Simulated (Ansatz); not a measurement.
Two isomers of CH3BFN: A = `C=NBF`, B = `FB1CN1`.

Gas-phase electronic energies from Ansatz, PBE0-D4/def2-TZVP geometries. CBS: MP2 limit from def2 TZ/QZ plus the TZ coupled-cluster correction, frozen cores. Functionals use def2-TZVPP. Each species was taken in one conformer, which may not be the lowest.

Question: Which is lower in electronic energy at CCSD(T)/CBS, and by how much? (Estimate.)

Answer: Ansatz gave: A, by 14.5 kcal/mol.

Question: Give E(B) − E(A) in kcal/mol with BLYP-D4, CCSD(T)/def2-TZVPP, PBE0-D4, CCSD/def2-TZVPP, ωB97M-V, CCSD(T)/def2-SVP, B2PLYP. (Estimate.)

Answer: The calculation gave: BLYP-D4 19.4, CCSD(T)/def2-TZVPP 15.5, PBE0-D4 11.8, CCSD/def2-TZVPP 15.5, ωB97M-V 13.5, CCSD(T)/def2-SVP 16.5, B2PLYP 16.5. None reverses the order clearly.

Question: Does the order hold for the free energy at 298.15 K (harmonic terms from PBE0-D4)? (An estimate is asked.)

Answer: Computed: Yes: G(B) − G(A) = +16.3 kcal/mol, for one conformer each.

Largest T1 diagnostic: 0.014.

From PBE to PBE0 (25 % exact exchange), in def2-TZVPP and without D4, E(B) − E(A) moves by −1.6 kcal/mol. Leaving LDA and LC-ωPBE aside and taking each functional with its dispersion term where it has one, the values, not all of them listed here, spread over 8.0 kcal/mol, from PBE-QIDH to BLYP-D4. LDA lies −4.3 kcal/mol from PBE without D4.
